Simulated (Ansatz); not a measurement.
Two members of one family (Series GeH3X), computed with Ansatz in the gas phase. The two geometries come from different levels. Binding counts from free atoms in the multiplicity of their measured ground term, without zero-point energy. A dash marks a value that wasn't run or was left out as unsound. The structures are stationary points that may keep the symmetry of their start.

First: GeH3(NHMe) (singlet, charge 0, PBE0-D4/def2-SVP geometry).

```xyz
10

Ge   -1.0073   -0.6772   -0.7854
H    -0.9070   -2.0387   -1.4942
H    -2.1333   -0.6684    0.2655
H    -1.3150    0.4236   -1.8356
N     0.5748   -0.4317    0.1084
C     0.8049    0.7780    0.8630
H     1.3914   -0.7203   -0.4211
H     0.9590    1.6931    0.2539
H    -0.0534    0.9753    1.5268
H     1.6860    0.6663    1.5188
```

| level | HOMO (eV) | LUMO (eV) | gap (eV) | vertical IE (eV) | binding per atom (eV) |
| --- | --- | --- | --- | --- | --- |
| PBE-D4/def2-SVP | -5.02 | 0.11 | 5.12 | – | 3.34 |
| PBE-D4/def2-TZVP | -5.22 | -0.26 | 4.96 | 8.63 | 3.33 |
| r2SCAN-D4/def2-TZVP | -5.49 | 0.18 | 5.67 | 8.60 | 3.29 |
| PBE0-D4/def2-SVP | -6.44 | 0.96 | 7.41 | – | 3.30 |
| PBE0-D4/def2-TZVP | -6.59 | 0.57 | 7.16 | 8.73 | 3.29 |

Second: GeEtH3 (singlet, charge 0, B3LYP-D4/def2-SVP geometry).

```tsv
atom	x (Å)	y (Å)	z (Å)
Ge1	-0.032	-0.832	-1.279
C2	-0.438	-0.223	0.556
C3	0.336	1.034	0.968
H4	-0.218	-1.059	1.241
H5	-1.525	-0.049	0.614
H6	0.081	1.348	1.994
H7	1.426	0.867	0.939
H8	0.118	1.884	0.301
H9	1.486	-1.082	-1.428
H10	-0.448	0.251	-2.301
H11	-0.786	-2.140	-1.606
```

Question: What does the change do? Estimate second minus first.

Answer: 
```tsv
level	Δ HOMO (eV)	Δ LUMO (eV)	Δ gap (eV)	Δ vertical IE (eV)	Δ binding per atom (eV)
PBE-D4/def2-SVP	-1.99	0.31	2.30	–	0.19
PBE-D4/def2-TZVP	-1.83	0.28	2.11	1.54	0.19
r2SCAN-D4/def2-TZVP	-1.82	0.37	2.19	1.62	0.21
PBE0-D4/def2-SVP	-1.82	0.27	2.09	–	0.21
PBE0-D4/def2-TZVP	-1.67	0.23	1.90	1.63	0.21
```
